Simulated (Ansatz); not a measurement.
Z-matrix (Å, degrees):
```
Si
F 1 1.576
F 1 1.574 2 107.8
S 1 2.085 2 113.2 3 119.9
F 1 1.575 2 106.1 3 -115.9
C 4 1.785 1 95.6 2 64.9
C 6 1.323 4 123.4 1 -81.6
H 6 1.084 4 114.5 1 100.4
H 7 1.084 6 120.2 4 -178.6
H 7 1.084 6 122.0 4 1.9
```

The species carries charge 0 and has multiplicity 1.

(1) List the ωB97M-V/def2-TZVPP orbital energies in eV (Ansatz). (Estimate.)

Results:

(1) The calculation gave: Occupied: -2427.43, -1809.95, -678.14, -678.10, -678.09, -283.04, -282.24, -221.42, -164.53, -164.46, -164.35, -150.71, -104.86, -104.85, -104.82, -37.27, -36.53, -36.48, -26.01, -23.20, -19.53, -18.80, -17.39, -17.33, -16.74, -16.25, -15.94, -15.89, -15.36, -15.18, -14.90, -14.71, -13.38, -12.68, -10.62, -10.18. Lowest empty: 1.12, 2.10, 2.76, 3.14, 3.54, 3.98, 4.16, 4.32.
